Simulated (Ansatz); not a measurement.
Ag₃H₃⁻, relaxed as a doublet with UKS PBE-D4/def2-TZVPD in Ansatz, starting from the GFN1-xTB geometry. Force threshold 0.02 eV/Å.

In the def2 sets Ag takes a core potential; there is no spin–orbit coupling. The highest occupied level of the charge -1 doublet lies above zero (up to 0.05 eV). By energy differences its removal costs 2.30 eV (vertical, to the charge 0 singlet, at PBE-D4/def2-TZVPD); a positive level beside a positive removal energy at the same level points to self-interaction error. The relaxation made no stability test and no search for a lower SCF solution. The structure comes from a short search, and lower isomers may exist.

Start:

```xyz
6

Ag   -0.2692    1.0641   -1.4263
Ag    1.2663    0.0468    2.5026
Ag   -0.2327   -0.8569    0.4310
H     1.3020    1.0698   -1.4748
H    -0.2500   -2.2444    1.2202
H    -1.8163    0.9207   -1.2526
```

| step | energy (eV) | largest force component (eV/Å) | SCF passes |
| --- | --- | --- | --- |
| 1 | -12050.4421 | 1.623 | 19 |
| 2 | -12050.6422 | 0.203 | 22 |
| 3 | -12050.7301 | 0.294 | 20 |
| 4 | -12050.9138 | 0.473 | 25 |
| 5 | -12051.1468 | 0.553 | 22 |
| 6 | -12051.3498 | 0.596 | 25 |
| 7 | -12051.4575 | 0.196 | 21 |
| 8 | -12051.5317 | 0.128 | 21 |
| 9 | -12051.5807 | 0.133 | 21 |
| 10 | -12051.6144 | 0.076 | 20 |
| 11 | -12051.6359 | 0.062 | 20 |
| 13 | -12051.6482 | 0.049 | 20 |
| 15 | -12051.6517 | 0.019 | 20 |
| 17 | -12051.6555 | 0.126 | 20 |
| 19 | -12051.6665 | 0.015 | 20 |
| 21 | -12051.6720 | 0.097 | 19 |
| 23 | -12051.6771 | 0.053 | 20 |
| 25 (rejected) | -12051.6789 | 0.092 | 20 |
| 27 | -12051.6813 | 0.033 | 19 |
| 29 | -12051.6819 | 0.030 | 19 |
| 31 | -12051.6824 | 0.019 | 20 |

Force components are those of the run's own axes.

End:

Cartesian coordinates in Å:
```
Ag 0.0799 1.1693 -1.7691
Ag -0.4834 -1.6436 3.1047
Ag -0.0972 -0.3806 0.5968
H 0.8055 1.5805 -3.2043
H 0.5653 -1.6380 1.5611
H -0.8701 0.9124 -0.2891
```

Bonds formed: Ag2–H5, Ag3–H6 (atoms count from 1).

The force fell under the threshold at step 15, but the optimiser went on and released 0.031 eV more. No frequencies were taken in this run, so the end may be a saddle point.

It took 55 s on 4 threads of Arm Neoverse V1 on a shared host.
